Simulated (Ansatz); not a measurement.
Species: BCl, net charge 1, doublet state. SMILES: [Cl+][B]
Structure (B3LYP-D3(BJ)/def2-TZVP (Ansatz, a first-principles code) minimum search):
```xyz
2

B      0.0000     0.0000    -1.2365
Cl     0.0000     0.0000     0.3637
```
Charge +1, spin multiplicity 2.

Property: vertical ionisation energy (to the singlet state of charge +2; each state is the SCF solution reached for its spin; for the singlet T1 is 0.025), in eV. Valence correlation only, unless marked. UHF or UKS for open shells. No spin-orbit coupling. No relativistic terms. CBS marks a two-point X^-3 extrapolation of the correlation energy; Hartree-Fock from the larger set.

CCSD(T)/CBS(aug-cc-pV(T+d)Z,aug-cc-pV(Q+d)Z) (Ansatz) gives 20.54 eV.

Question: Another calculation gave 20.77 eV. Which level was it?
A) PBE/def2-TZVPD (Ansatz)
B) BHLYP/def2-TZVPD (Ansatz)
C) wB97X-V/def2-TZVPD (Ansatz)

Answer: B, BHLYP/def2-TZVPD (Ansatz). The others give 20.58 (wB97X-V), 20.47 (PBE) eV.
